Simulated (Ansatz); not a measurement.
Consider the formal exchange of groups at a B–C bond: `BC#C` + `B1CN1` → `BB1CN1` + `C#C`.

Isolated molecules relaxed with PBE0-D4/def2-TZVP in Ansatz; ΔE leaves out vibrations. CCSD(T)/CBS is the MP2 limit (def2-TZVPP, def2-QZVPP) plus CCSD(T) − MP2 in def2-TZVPP, frozen cores. This one scheme is used for every species. DFT in def2-TZVPP. HSE06 is defined as in plane-wave codes.

`BC#C`:

Cartesian coordinates in Å:
```
B 0.691 0.022 0.898
C -0.224 -0.007 -0.291
C -0.961 -0.030 -1.250
H 1.114 1.064 1.297
H 0.992 -0.998 1.441
H -1.611 -0.051 -2.095
```

`B1CN1`:

Z-matrix (Å, degrees):
```
C
N 1 1.467
B 1 1.562 2 52.5
H 1 1.090 2 116.6 3 110.6
H 1 1.090 2 116.6 3 -110.6
H 2 1.002 1 135.2 3 180.0
H 3 1.183 1 155.2 2 -180.0
```

`BB1CN1`:

Cartesian coordinates in Å:
```
B -0.631 -1.254 1.155
B 0.023 -0.052 0.266
C 0.377 0.486 -1.188
N 0.561 1.176 0.065
H -1.819 -1.380 1.242
H 0.041 -2.094 1.681
H 1.279 0.167 -1.707
H -0.433 0.806 -1.843
H 0.603 2.144 0.328
```

`C#C`:

```xyz
4

C     0.199   -0.509    0.245
C    -0.199    0.509   -0.245
H     0.553   -1.413    0.681
H    -0.553    1.413   -0.681
```

**Question.** Is it downhill or uphill in electronic energy at CCSD(T)/CBS, and by how much? (An estimate is asked.)

**Answer.** The calculation gave: Uphill: ΔE = +54.1 kJ/mol.

**Question.** What do these levels give: LDA (SPW92), r2SCAN-D4, HSE06-D4, revPBE, r2SCAN, HF/CBS(def2)? (An estimate is asked.)

**Answer.** The calculation gave: LDA (SPW92) 51.2, r2SCAN-D4 54.3, HSE06-D4 52.7, revPBE 51.9, r2SCAN 54.6, HF/CBS(def2) 62.9 kJ/mol.

Largest T1 diagnostic among the species: 0.015.

In def2-TZVPP, CCSD(T) changes the Hartree–Fock value by −8.2 kJ/mol (the triples alone add +0.4 kJ/mol) and MP2 by −3.6 kJ/mol. At CCSD(T), def2-SVP lies +3.6 kJ/mol from the extrapolated value and def2-TZVPP +0.3 kJ/mol.
